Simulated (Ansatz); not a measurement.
`[NH2][Al]([Cl])[Cl]` + CH₃NH₂ → `C[NH][Al]([Cl])[Cl]` + NH₃ at 700 K and 1 bar (ligand exchange at the Al–N bond).

Computed with Ansatz on PBE0-D4/def2-TZVP structures; ΔE is electronic, products minus reactants. CCSD(T)/CBS adds triple-zeta CCSD(T) − MP2 to the extrapolated MP2 energy (def2 sets, frozen cores). This one scheme is used for every species. Each species was taken in one conformer, which may not be the lowest.

```json
{"species": "`[NH2][Al]([Cl])[Cl]`", "CCSD(T)/CBS energy (Eh)": "-1217.66844", "H − E (kJ/mol)": "134.0", "S (J/(mol·K))": "405.6"}
{"species": "CH₃NH₂", "CCSD(T)/CBS energy (Eh)": "-95.75281", "H − E (kJ/mol)": "207.6", "S (J/(mol·K))": "296.6"}
{"species": "`C[NH][Al]([Cl])[Cl]`", "CCSD(T)/CBS energy (Eh)": "-1256.91293", "H − E (kJ/mol)": "225.1", "S (J/(mol·K))": "468.8"}
{"species": "NH₃", "CCSD(T)/CBS energy (Eh)": "-56.50880", "H − E (kJ/mol)": "116.9", "S (J/(mol·K))": "226.5"}
```

H − E and S are ideal-gas, rigid-rotor, harmonic terms from PBE0-D4/def2-TZVP, for one conformer and one mirror image of each species. 1 Eh = 2625.50 kJ/mol, R = 8.31446 J/(mol·K).

Question: By hand: ΔE, ΔH, ΔS and ΔG.

Answer: ΔE = (-1256.91293) + (-56.50880) − (-1217.66844) − (-95.75281) = -0.00048 Eh = -1.3 kJ/mol. Δ(H − E) = 225.1 + 116.9 − 134.0 − 207.6 = 0.4, so ΔH = -0.9 kJ/mol. ΔS = 468.8 + 226.5 − 405.6 − 296.6 = -6.9 J/(mol·K). ΔG = -0.9 − 700 × (-6.9)/1000 = 3.9 kJ/mol.

Question: By hand: the equilibrium constant, and the temperature at which ΔG would vanish if ΔH and ΔS stayed fixed.

Answer: log₁₀ K = −ΔG/(RT ln 10) = -0.3. ΔG = 0 at ΔH/ΔS = 130 K, though so small a ΔH makes that figure unsure.

TΔS isn't small against ΔH here. The sign of ΔG lies within the doubt. A doubt of 5 kJ/mol in ΔE shifts log₁₀ K by 0.4 here. Other conformers and mirror images would add mixing entropy, several J/(mol·K) or more a flexible species. These are equilibria of isolated gas molecules and say nothing of rates. Largest T1 diagnostic: 0.009 (customary marks: 0.02 for closed shells, 0.045 for open ones).
